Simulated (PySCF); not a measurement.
B3H5N3, charge +1, multiplicity 1.

```xyz
11

B      0.0000     0.0000     1.2112
N      0.0000    -1.2848     0.8322
B      0.0000    -1.2809    -0.6624
N      0.0000     0.0000    -1.2881
B      0.0000     1.2809    -0.6624
N      0.0000     1.2848     0.8322
H      0.0000    -2.1556     1.3560
H      0.0000    -2.3273    -1.2354
H      0.0000     0.0000    -2.3071
H      0.0000     2.3273    -1.2354
H      0.0000     2.1556     1.3560
```
Charge +1, spin multiplicity 1.

Geometry: B3LYP-D3(BJ)/def2-SVP. The spin state was assumed, not searched. The isomer is the one that the SMILES or the coordinates give; other isomers of the formula were not compared.

The numbers are results of PBE/pcSseg-1 (PySCF), not measurements. Non-relativistic, no solvent.

**Question.** Give the absolute GIAO shielding of each atom: isotropic value and principal components (ppm). (The exact figures need the calculation; the answer reports its results.)

**Answer.** 
```json
[
 {"atom": "B1", "σ(iso)": "56.4", "σ11": "-15.1", "σ22": "22.4", "σ33": "161.8", "span": "176.8"},
 {"atom": "N2", "σ(iso)": "155.9", "σ11": "125.9", "σ22": "169.6", "σ33": "172.1", "span": "46.2"},
 {"atom": "B3", "σ(iso)": "56.2", "σ11": "31.3", "σ22": "50.7", "σ33": "86.7", "span": "55.4"},
 {"atom": "N4", "σ(iso)": "106.6", "σ11": "-42.7", "σ22": "132.7", "σ33": "229.9", "span": "272.6"},
 {"atom": "B5", "σ(iso)": "56.2", "σ11": "31.3", "σ22": "50.7", "σ33": "86.7", "span": "55.4"},
 {"atom": "N6", "σ(iso)": "155.9", "σ11": "125.9", "σ22": "169.6", "σ33": "172.1", "span": "46.2"},
 {"atom": "H7", "σ(iso)": "25.3", "σ11": "20.0", "σ22": "22.1", "σ33": "33.8", "span": "13.8"},
 {"atom": "H8", "σ(iso)": "25.4", "σ11": "23.0", "σ22": "25.5", "σ33": "27.9", "span": "4.9"},
 {"atom": "H9", "σ(iso)": "24.0", "σ11": "20.1", "σ22": "23.7", "σ33": "28.2", "span": "8.1"},
 {"atom": "H10", "σ(iso)": "25.4", "σ11": "23.0", "σ22": "25.5", "σ33": "27.9", "span": "4.9"},
 {"atom": "H11", "σ(iso)": "25.3", "σ11": "20.0", "σ22": "22.1", "σ33": "33.8", "span": "13.8"}
]
```
